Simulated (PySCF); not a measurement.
Species: H9NO3Si3.
Cartesian coordinates in Å at the GFN2-xTB level; atoms count from 1:
```xyz
16
H9NO3Si3 angstrom
N      0.1375   -2.0719    1.2689
Si    -0.3466   -0.4467    1.5839
O     -1.5296   -0.1285    0.5259
Si    -1.9820    0.5033   -0.8931
O      0.9574    0.4757    1.3628
Si     1.8785    1.2053    0.2404
O      1.6940    0.5387   -1.2254
H     -0.5843   -2.7739    1.2483
H      0.9360   -2.4208    1.7739
H     -0.8676   -0.0755    2.8885
H     -1.4051    1.8356   -1.0593
H     -3.4394    0.5385   -0.7759
H     -1.5408   -0.3979   -1.9620
H      1.4422    2.5849    0.0885
H      3.2286    1.0126    0.7610
H      1.4137   -0.3703   -1.3030
```

Computed with PySCF 2.14.0, density-fitted response routines, TDDFT CAM-B3LYP/def2-SVPD, vertical, gas phase, core orbitals frozen in the response.

Transition dipole moments from the ground state, in atomic units and in the frame of the coordinates above (overall signs are arbitrary), for the states with f of 0.002 or more among the lowest 8:

| state | E (eV) | μx | μy | μz |
| --- | --- | --- | --- | --- |
| S1 | 6.973 | 0.183 | 0.034 | -0.497 |
| S3 | 7.722 | -0.120 | 0.052 | -0.017 |
| S4 | 7.886 | -0.235 | -0.010 | -0.035 |
| S5 | 8.072 | -0.177 | 0.089 | -0.036 |
| S6 | 8.133 | 0.132 | -0.101 | 0.137 |
| S7 | 8.256 | 0.143 | 0.089 | -0.129 |
| S8 | 8.529 | -0.129 | 0.438 | 0.224 |

Task: What oscillator strength does each state have?

Result: f = (2/3) ΔE |μ|² with ΔE in hartree (27.2114 eV).

```tsv
state	|μ|² (au)	|μ| (D)	f
S1	0.282	1.35	0.048
S3	0.017	0.34	0.003
S4	0.056	0.60	0.011
S5	0.040	0.51	0.008
S6	0.046	0.55	0.009
S7	0.045	0.54	0.009
S8	0.259	1.29	0.054
```

Task: Which bond between heavy atoms lies closest to the direction of the S8 transition dipole?

Result: N1–Si2, at 16° from it; next Si6–O7 at 44°.

Task: What angle do the transition dipoles of S1 and S8 make?

Result: |cos θ| = |μa·μb| / (|μa| |μb|) = 0.44, so θ ≈ 64° (taken between 0 and 90°, since the signs are arbitrary).

Task: What peak molar absorption coefficient would the strongest computed level give as a lone Gaussian band 0.3 eV wide at half height?

Result: ε(max) = 2.175×10⁸ f / FWHM, with the width in cm⁻¹. S8: 2.175×10⁸ × 0.0541 / 2420 ≈ 4900 L mol⁻¹ cm⁻¹.

One conformer stands for the species.

Without π bonds the low states may be Rydberg-like; a valence basis with one diffuse set may place them up to an eV too high.
